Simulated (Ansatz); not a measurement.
Relaxation of cyclo-(H2GeNH)2 (Ge2N2H6) with RKS B3LYP-D4/def2-SVP.

```sh
$ ansatz run in.yaml --threads 4 --pin off --events-out ev --progress --plain --max-ram 3916MiB
```

```yaml
crystal:
  periodic: [false, false, false]
  atoms:
    - {symbol: Ge, position_ang: [1.347420, -0.019580, -0.026550]}
    - {symbol: H, position_ang: [2.187400, -1.275160, 0.087280]}
    - {symbol: H, position_ang: [2.226630, 1.204910, -0.176780]}
    - {symbol: N, position_ang: [0.025410, 0.062320, 1.242550]}
    - {symbol: Ge, position_ang: [-1.347350, 0.025000, 0.025910]}
    - {symbol: H, position_ang: [-2.223810, -1.201810, 0.173220]}
    - {symbol: H, position_ang: [-2.190220, 1.278890, -0.092470]}
    - {symbol: N, position_ang: [-0.025220, -0.047190, -1.247270]}
    - {symbol: H, position_ang: [0.049610, 0.453940, 2.167760]}
    - {symbol: H, position_ang: [-0.049860, -0.481300, -2.153630]}
basis:
  gaussian: {orbitals: def2-SVP}
hamiltonian: {xc: {name: B3LYP}, dispersion: d4}
scf: {lower_state_search: "off"}
output: {orbitals: {seedname: orbitals}}
relax: {f_tol: 0.02, max_steps: 100}
```

It took 8 s on 4 threads of Arm Neoverse V2 on a shared host.

Positions (Å) and forces (eV/Å) at steps 1, 2, 3, 4, 5 of 5:

```xyz
10
step=1 energy=-116100.6470 eV
Ge    1.347   -0.020   -0.027    0.194    0.005   -0.028
H     2.187   -1.275    0.087    0.409   -0.492   -0.042
H     2.227    1.205   -0.177    0.429    0.471    0.030
N     0.025    0.062    1.243   -0.003   -0.032    0.221
Ge   -1.347    0.025    0.026   -0.199    0.023   -0.018
H    -2.224   -1.202    0.173   -0.426   -0.478   -0.024
H    -2.190    1.279   -0.092   -0.407    0.476    0.050
N    -0.025   -0.047   -1.247    0.003    0.037   -0.189
H     0.050    0.454    2.168    0.010    0.187    0.305
H    -0.050   -0.481   -2.154   -0.010   -0.196   -0.304
10
step=2 energy=-116100.7310 eV
Ge    1.371   -0.020   -0.028    0.041    0.001   -0.008
H     2.245   -1.291    0.051    0.056   -0.088   -0.022
H     2.288    1.218   -0.141    0.059    0.083    0.019
N     0.025    0.081    1.236    0.002   -0.039    0.249
Ge   -1.371    0.026    0.025   -0.043    0.005   -0.005
H    -2.283   -1.215    0.139   -0.060   -0.087   -0.020
H    -2.250    1.294   -0.053   -0.053    0.082    0.021
N    -0.025   -0.067   -1.241   -0.003    0.038   -0.233
H     0.050    0.487    2.161    0.004    0.082    0.077
H    -0.050   -0.512   -2.149   -0.003   -0.077   -0.078
10
step=3 energy=-116100.7392 eV
Ge    1.367   -0.021   -0.027    0.127    0.003   -0.006
H     2.247   -1.300    0.027   -0.027    0.024   -0.003
H     2.292    1.224   -0.118   -0.026   -0.024    0.005
N     0.026    0.083    1.251   -0.003   -0.096   -0.016
Ge   -1.367    0.025    0.026   -0.127    0.007    0.000
H    -2.286   -1.224    0.115    0.028    0.024   -0.004
H    -2.252    1.299   -0.030    0.025   -0.025    0.004
N    -0.025   -0.069   -1.255    0.003    0.088    0.032
H     0.051    0.520    2.165    0.000    0.044   -0.057
H    -0.051   -0.536   -2.154    0.000   -0.043    0.046
10
step=4 energy=-116100.7469 eV
Ge    1.363   -0.022   -0.027    0.146   -0.002   -0.005
H     2.238   -1.302   -0.026   -0.020    0.015   -0.011
H     2.281    1.227   -0.063   -0.020   -0.013    0.013
N     0.025    0.017    1.265    0.001   -0.004    0.014
Ge   -1.363    0.024    0.026   -0.146    0.003    0.001
H    -2.279   -1.227    0.061    0.020    0.014   -0.011
H    -2.239    1.303    0.024    0.020   -0.014    0.012
N    -0.025   -0.013   -1.267   -0.002   -0.032   -0.053
H     0.051    0.606    2.089    0.004    0.065    0.167
H    -0.051   -0.613   -2.083   -0.003   -0.033   -0.128
10
step=5 energy=-116100.7502 eV
Ge    1.365   -0.022   -0.027    0.011    0.000    0.001
H     2.239   -1.302   -0.021    0.000   -0.001    0.001
H     2.281    1.227   -0.067   -0.001    0.001   -0.003
N     0.025    0.034    1.265   -0.001   -0.005   -0.010
Ge   -1.365    0.024    0.026   -0.011   -0.001    0.002
H    -2.280   -1.227    0.067    0.000   -0.001    0.001
H    -2.240    1.303    0.021    0.001    0.001   -0.003
N    -0.025   -0.031   -1.267    0.001    0.002    0.012
H     0.051    0.597    2.110    0.001    0.002    0.002
H    -0.051   -0.603   -2.106   -0.001    0.002   -0.003
```
